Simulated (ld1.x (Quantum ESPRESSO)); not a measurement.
u(r) = r·R(r): atom against pseudo-atom (B (Z = 5))

Columns: radius, all-electron u(r) and pseudo u(r) of the 2p shell (level -3.84 eV) of boron in the configuration [He] 2s1.75 2p1.25; LDA (PZ), scalar-relativistic, TM scheme, ld1.x (Quantum ESPRESSO) 7.5.

```tsv
r (bohr)	all-electron	pseudo
0.123	0.0396	0.0154
0.245	0.1208	0.0596
0.368	0.2135	0.1286
0.490	0.3021	0.2140
0.613	0.3817	0.3083
0.735	0.4489	0.4008
0.858	0.5043	0.4848
0.980	0.5477	0.5528
1.103	0.5806	0.6029
1.225	0.6036	0.6343
1.348	0.6181	0.6496
1.470	0.6254	0.6523
1.593	0.6265	0.6463
1.715	0.6226	0.6350
1.838	0.6144	0.6210
1.960	0.6031	0.6058
2.083	0.5890	0.5898
2.205	0.5731	0.5732
2.328	0.5555	0.5555
2.450	0.5369	0.5369
2.573	0.5174	0.5174
2.695	0.4975	0.4975
2.818	0.4773	0.4773
2.940	0.4572	0.4572
3.063	0.4371	0.4371
3.185	0.4173	0.4173
```

Q: How many radial nodes do the two functions have?

A: The all-electron 2p function has n − l − 1 = 0; the pseudo-wave has 0.

Q: At about which radius was the pseudo-wave matched?

A: 2.45 bohr. The columns agree to 0.0005 from 2.21 bohr on; several derivatives are matched, so the curves merge somewhat inside the radius.

Q: Where does each function peak?

A: Outermost all-electron maximum near 1.59 bohr, pseudo maximum near 1.47 bohr (to the table’s step).

Q: Is the pseudo-wave norm-conserving?

A: Yes: the TM scheme keeps the norm inside the radius equal to the all-electron one, which fixes the energy derivative of the logarithmic derivative at the level.
